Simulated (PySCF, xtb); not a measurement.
4,4-difluorobuta-1,2-diene (C4H4F2), SMILES C=C=CC(F)F.

Coordinates come from a TPSSh-D3(BJ)/def2-SVP optimisation. One conformer was computed; it need not be the lowest.

The numbers are results of C-PCM-ωB97X/def2-SVP run with PySCF, not measurements.

The values are the electrostatic part of the solvation free energy, E(continuum) − E(gas) at the gas-phase geometry, in a cavity of scaled van der Waals radii (PySCF's table); cavitation and dispersion terms are not included. In vacuum the orbital gap is 12.53 eV. The dipole moment in vacuum is 2.59 D.

Computed values in water (ε = 78.36), 2-propanol (ε = 19.26), 1-octanol (ε = 9.86):
```csv
solvent,ε,ΔG(elec) (kcal/mol),dipole (D),gap (eV)
water,78.36,-3.9,3.18,12.56
2-propanol,19.26,-3.7,3.15,12.56
1-octanol,9.86,-3.5,3.11,12.56
```

For comparison, GFN2-xTB/ALPB(water) (xtb, at the GFN2-xTB geometry, all terms of that model) gives -3.4 kcal/mol.
